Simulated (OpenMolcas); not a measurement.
# Ce III: effect of the active space

```
Program             : OpenMolcas 26.06
Method              : CASSCF or its RAS form
Basis               : ANO-RCC-VDZP
Scalar Hamiltonian  : DKH2, point nucleus
Spin-orbit coupling : state interaction with AMFI integrals over the reference wave functions, term energies averaged over their components
```

A. 2 electrons in 7 orbitals (4f); 2S+1 = 3 even, 21 roots; 2S+1 = 1 even, 28 roots; cost about 11 core-seconds
B. 2 electrons in 12 orbitals (RAS2 4f; RAS3 5d, at most 1 electron); 2S+1 = 3 even, 21 roots; 2S+1 = 1 even, 28 roots; 2S+1 = 3 odd, 35 roots; 2S+1 = 1 odd, 35 roots; cost about 40 core-seconds

Energies in cm-1 above 4f2 3H4, the measured ground level; measured values from Martin, Zalubas and Hagan, Atomic Energy Levels: The Rare-Earth Elements, NSRDS-NBS 60 (1978).

```tsv
Level	A	B	Measured
4f2 3H4	0.0	0.0	0.0
4f2 3H5	1638	1638	1528
4f2 3H6	3393	3393	3127
4f2 3F2	5580	5580	3763
4f2 3F3	6622	6622	4765
4f2 3F4 [51 %]	8904	8904	
4f2 1D2	19179	19179	12835
4f2 1I6	22927	22927	17421
4f2 3P0	24452	24452	16072
4f2 3P1	24896	24896	16524
4f2 3P2	25733	25733	17317
4f2 1S0	52547	52547	32839
```

B puts 4f 5d 1G* 4 [69 %] lowest.

Deviations, from unrounded energies. A percentage is the sum of absolute deviations over the sum of measured energies, with the sign that they share, or ± where signs differ.

```tsv
Against measurement	Levels	A	B
mean absolute deviation (cm-1)	10	6100	6100
fine structure of the ground term (%)	2	+8.1	+8.1
other terms of the ground configuration (%)	8	+49.7	+49.7
```

A, B lie about equally close to measurement. The largest miss of A in the table is 4f2 1S0, by +20000 cm-1. The ranking rests on the paired levels alone, and a cruder setting can come out closer through cancelling errors.

Between A and B no level of the table moves by more than 5 cm-1.

Without dynamic correlation excited terms often stand tens of per cent too high (terms of higher spin than the ground term too low), and those without a measured partner can miss by more than the paired ones. The lowest computed level is not the ground level that NIST lists (3H4) (holds for B). Measured partners are found by configuration, term and J. A level has none where our copy of the source lacks it or the pairing is in doubt (some pairs that miss far off the trend of their configuration count as doubtful), and it then counts in no deviation. Levels of configurations outside the active space are missing. Levels that lie high or do not pair safely by name in every column are left out.

A share in square brackets marks a mixed level and gives the weight of the term that names it, the lowest over the columns. * marks odd parity.
